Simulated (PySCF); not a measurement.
## Mg₃Te⁺, quartet: computed properties

These are results of UHF in PySCF with Te def2-SVP with ECP28, Mg def2-SVP; scalar-relativistic core potentials, no spin–orbit coupling; density-fitted integrals, not measurements.

The structure is a minimum.

```json
{
 "Point group": "C3v",
 "Bond lengths": "Te–Mg 2.818 Å (×3)",
 "Bond angles": "Mg–Te–Mg 109.3° (×3)",
 "Entropy at 298.15 K and 1 bar (electronic part: spin only)": "379.4 J/(mol K)",
 "Principal polarisabilities": "156.8, 201.7, 201.7 bohr³",
 "Zero-point energy": "5.2 kJ/mol",
 "Dipole moment about the centre of mass": "3.59 D",
 "Principal quadrupole moments (Buckingham, traceless) about the centre of mass": "-19.66, 9.83, 9.83 D Å",
 "Enthalpy at 298.15 K above 0 K": "20.41 kJ/mol",
 "Lowest empty level (β)": "-3.91 eV",
 "Heat capacity Cp at 298.15 K": "80.6 J/(mol K)",
 "Rotational constants": "0.05713, 0.05713, 0.03327 cm⁻¹",
 "Rotational symmetry number": "3",
 "Spin squared ⟨S²⟩": "3.761",
 "Highest occupied level (α)": "-10.66 eV"
}
```

Harmonic modes (masses in u: Te 129.906, Mg 23.985):
```csv
symmetry,ω (cm⁻¹),"IR (km/mol, summed over degenerate members)",μ (u)
a1,46,7.8,31.89
e,65,0.5,26.18
e,228,235,28.75
a1,232,9.9,25.06
```

In C3v the vibrations span 2a1 + 2e.

Charges (e):
```csv
atom,Mulliken,Löwdin,polar tensor,spin (Mulliken),Mayer order to Te1
Te1,-0.66,0.34,-0.93,0.28,–
"Mg2,3,4",0.55,0.22,0.64,0.91,0.68
```

Mulliken populations on Te1 (electrons outside its core potential): s 3.87, p 10.77, d 10.03.

This need not be the most stable arrangement of these atoms. Spin–orbit coupling, left out here, can matter for elements this heavy.

The final relaxation and frequency run took 15 s on 2 threads of a shared Arm Neoverse V1 host, with 80 basis functions and 8 gradients; the process peaked at 0.33 GiB. Launch command: `OMP_NUM_THREADS=2 python axn.py task.json out`.
